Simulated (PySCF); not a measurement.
**Worked example: chemical shift, span and skew from a shielding tensor**

H2Se2Zn, SMILES [SeH][Zn][SeH]. Atoms are numbered in the order given.

```xyz
5

Zn     0.0000     0.0000     0.0130
Se    -2.2565    -0.4813     0.0244
H     -2.4936     0.5377    -1.0202
Se     2.2565     0.4813     0.0242
H      2.4936    -0.5377    -1.0203
```

Geometry: B3LYP-D3(BJ)/def2-SVP. The structure was generated by enumeration; whether it is a known compound was not checked. Other conformers were not sampled.

GIAO shieldings from PySCF with PBE0/pcSseg-1, non-relativistic, no solvent. The symmetric part of the tensor of Se2 has the principal values 2144.9, 2199.4, 2464.2 ppm. The same nucleus in Me2Se has σ = 1740.1 ppm at this level (PySCF, at its B3LYP-D3(BJ)/def2-TZVP geometry).

Task: Work out the isotropic shielding, the ⁷⁷Se shift against Me2Se, the span and the skew.

Result: 
σ(iso) = (σ11 + σ22 + σ33)/3 = 2269.5 ppm. δ = σ(ref) − σ(iso) = 1740.1 − (2269.5) = -529.4 ppm.
Span Ω = σ33 − σ11 = 319.3 ppm. Skew κ = 3(σ(iso) − σ22)/Ω = 0.66. Tumbling in solution averages the tensor to δ; in a static solid the shielding alone would spread this spin-1/2 line over Ω.
